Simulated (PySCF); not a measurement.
## Molecular orbitals of IO

MN15 at R = 1.932 Å; PySCF, spin-free X2C with a Gaussian nucleus, basis sets I x2c-SVPall, O x2c-SVPall. State: ²Π (doublet), unpaired electrons π ↑. Only the outer orbitals are listed, counted within each symmetry.

```
spin  orbital  occ.  ε (eV)  on I (%)        main shells (%)
   α      11σ     1  -27.59        16         81 O s, 12 I s
   α      12σ     1  -20.04        84         83 I s, 13 O s
   α       6π     1  -12.30        21         79 O p, 20 I p
   α      13σ     1  -12.18        37         58 O p, 33 I p
   α       6π     1  -11.43        28         72 O p, 27 I p
   α       7π     1   -8.68        81         81 I p, 19 O p
   α       7π     1   -8.14        74         73 I p, 26 O p
   α      14σ     0   -1.60        75         64 I p, 27 O p
   α      15σ     0    6.10       102                100 I s
   α       3δ     0    9.73       100                100 I d
   β      11σ     1  -26.45        22         75 O s, 16 I s
   β      12σ     1  -19.56        80         79 I s, 17 O s
   β      13σ     1  -11.52        41         53 O p, 38 I p
   β       6π     1  -10.94        38         62 O p, 37 I p
   β       6π     1   -9.67        78         77 I p, 22 O p
   β       7π     1   -7.82        65         63 I p, 36 O p
   β       7π     0   -3.31        27         73 O p, 23 I p
   β      14σ     0   -1.25        69  58 I p, 32 O p, 8 I d
   β      15σ     0    6.18       102                101 I s
```

Problem. Which are the highest filled and the lowest empty level, where do they sit, and how wide is the gap?

Solution. Highest filled β 7π at -7.82 eV (in %: 63 I p, 36 O p); lowest empty β 7π at -3.31 eV (in %: 73 O p, 23 I p); the gap at MN15 is 4.51 eV. Both belong to one degenerate shell, split only by its one-sided filling, so this is no excitation gap.

```json
{
 "bond order (Mayer)": "1.40",
 "⟨S²⟩": "0.757",
 "charge on I (Mulliken, basis-dependent)": "0.35",
 "charge on I (Löwdin, basis-dependent)": "0.33",
 "dipole moment (positive dipole means I(−)O(+))": "-2.39 D"
}
```

Shares are Mulliken populations and can fall outside 0 to 100 %.

Spin–orbit coupling is left out. The state was picked by a PBE0 search and need not be the measured ground state.
